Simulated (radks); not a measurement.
Q: The gallium ion Ga2+, [Ar] 3d10 4s1. Calculated with a radial shooting solver on a logarithmic mesh with Libxc functionals: non-relativistic Kohn-Sham, exchange-only PBE, spin-polarised, spherical densities, point nucleus. Every spin shell is full or empty, so the densities are truly spherical. Functionals are evaluated on that one density, not self-consistently. Rank these exchange functionals by their error against the exact value of the orbitals, and give that value: LDA, B88, revPBE, PW91, OPTX, G96, EV93, TPSS.

A: Exact: -72.9498 hartree. From best to worst, with 100 (|E| - |E exact|)/|E exact| (equal figures are ties): revPBE +0.02, TPSS +0.19, PW91 +0.24, B88 +0.29, EV93 +0.40, G96 +0.53, OPTX +0.97, LDA -5.70.
